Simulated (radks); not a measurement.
Species: Ho2+. Configuration: [Xe] 4f10 6p1 (not the ground configuration).

Method: Dirac Kohn-Sham, BLYP, spin-unpolarised, spherical densities, point nucleus; open shells fill j = l - 1/2 first; computed with a radial shooting solver on a logarithmic mesh with Libxc functionals.

Energy parts (eV):
| part | energy |
|---|---|
| total | -343634.99 |
| kinetic | 378204.98 |
| electron-nucleus | -847289.96 |
| Hartree | 132846.57 |
| exchange-correlation | -7396.58 |

Orbitals (lengths in bohr, moments of r in powers of bohr; r(90%) holds 90 % of the orbital's charge):
\begin{tabular}{lrrr}
orbital & occ. & eigenvalue (eV) & r(90%) \\ \hline
1s1/2 & 2 & -55467.24 & 0.0376 \\
2s1/2 & 2 & -9293.084 & 0.136 \\
2p1/2 & 2 & -8845.816 & 0.120 \\
2p3/2 & 4 & -7988.578 & 0.130 \\
3s1/2 & 2 & -2094.951 & 0.337 \\
3p1/2 & 2 & -1899.377 & 0.329 \\
3p3/2 & 4 & -1720.372 & 0.348 \\
3d3/2 & 4 & -1385.167 & 0.320 \\
3d5/2 & 6 & -1346.062 & 0.326 \\
4s1/2 & 2 & -433.6458 & 0.745 \\
4p1/2 & 2 & -355.9974 & 0.769 \\
4p3/2 & 4 & -315.7001 & 0.813 \\
4d3/2 & 4 & -187.8703 & 0.885 \\
4d5/2 & 6 & -180.5395 & 0.901 \\
5s1/2 & 2 & -71.9676 & 1.81 \\
5p1/2 & 2 & -50.4053 & 2.05 \\
5p3/2 & 4 & -44.9355 & 2.19 \\
4f5/2 & 6 & -27.4627 & 1.34 \\
4f7/2 & 4 & -26.4178 & 1.37 \\
5d3/2 & 0 & -17.9838 & 3.37 \\
5d5/2 & 0 & -17.5338 & 3.45 \\
6s1/2 & 0 & -17.4870 & 4.54 \\
6p1/2 & 1 & -13.0198 & 5.38 \\
6p3/2 & 0 & -12.2837 & 5.64 \\
\end{tabular}

The highest occupied level is 6p1/2 at -13.020 eV. The configuration is held as typed, so some empty levels lie below it. Summed over all electrons, <r^2> = 49.74 bohr^2, which gives a Langevin (diamagnetic) susceptibility term of -39.4 x 10^-6 cm^3/mol. The density falls to 0.001 e/bohr^3 at r = 4.44 bohr.
